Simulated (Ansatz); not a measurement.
`ClC1=C[SiH2]1`, charge 0, multiplicity 1.

Q: Give a relaxed structure at PBE0-D4/def2-TZVP (Ansatz 0.2.0). (Estimate.)

A: Ansatz gave: 
Cartesian coordinates in Å:
```
Cl 1.049 1.458 -1.884
C 0.317 0.524 -0.666
C -0.920 0.340 -0.225
Si 0.293 -0.651 0.701
H -1.909 0.705 -0.466
H 0.731 -0.267 2.064
H 0.439 -2.109 0.476
```
Point group Cs.
